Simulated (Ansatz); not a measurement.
Consider the cleavage of the B–Sb bond: `[BH2][SbH][SiH3]` + `BS` → `BSB` + `[SiH3][SbH2]`.

Program: Ansatz. Geometries: PBE0-D4/def2-TZVP. ΔE: electronic, gas phase. CCSD(T)/CBS adds triple-zeta CCSD(T) − MP2 to the extrapolated MP2 energy (def2 sets, frozen cores). This one scheme is used for every species. Functionals use def2-TZVPP. def2 core potentials past Kr. For Sb outer-core shells are correlated without core-valence functions, which leaves a few kJ/mol of doubt a bond.

`[BH2][SbH][SiH3]`:

Cartesian coordinates in Å:
```
B 0.520 -1.073 -1.446
Sb -1.319 -0.757 -0.283
Si -0.201 1.208 0.927
H 0.908 -0.184 -2.143
H 1.089 -2.121 -1.445
H -0.986 -1.910 0.927
H -1.018 1.569 2.114
H -0.179 2.348 -0.025
H 1.186 0.921 1.374
```

`BS`:

Cartesian coordinates in Å:
```
B 0.100 0.518 0.240
S 0.523 -1.141 -0.186
H 0.927 1.124 0.847
H -0.949 0.990 -0.066
H -0.602 -1.491 -0.835
```

`BSB`:

```xyz
7

B     0.224   -0.364    1.344
S     0.673    0.917    0.166
B    -0.182    0.421   -1.333
H    -0.491   -1.256    1.013
H     0.672   -0.270    2.444
H    -0.049    1.119   -2.290
H    -0.847   -0.567   -1.343
```

`[SiH3][SbH2]`:

```xyz
7

Si   -0.190    0.770   -0.527
Sb    1.015   -0.781    1.137
H     0.754    1.118   -1.621
H    -0.575    2.019    0.182
H    -1.406    0.150   -1.114
H     0.872   -2.098    0.058
H    -0.469   -1.178    1.886
```

| level | ΔE (eV) |
| --- | --- |
| LDA (SPW92) | -0.52 |
| CCSD(T)/def2-TZVPP | -0.50 |

(1) What does CCSD(T)/CBS give? (Best estimate.)

(2) What do rigid-rotor, harmonic-oscillator terms from PBE0-D4/def2-TZVP frequencies (298.15 K, 1 bar) make of the CCSD(T)/CBS value? (Estimate.)

Largest T1 diagnostic among the species: 0.015.

Results:

(1) Computed: -0.50 eV. The listed levels differ from it by -0.02, 0.00 eV.

(2) Ansatz gave: ΔZPE = -0.02 eV, ΔH = -0.52 eV, ΔS = -15 J/(mol·K), ΔG = -0.48 eV. Modes under 50 cm⁻¹ make the entropy rough.

At CCSD(T), def2-SVP lies −0.06 eV from the extrapolated value and def2-TZVPP −0.01 eV. From BLYP to BHLYP (50 % exact exchange), in def2-TZVPP and without D4, ΔE moves by −0.03 eV. Leaving LDA and LC-ωPBE aside and taking each functional with its dispersion term where it has one, the values, not all of them listed here, spread over 0.11 eV, from B97M-V to PBE-D4.
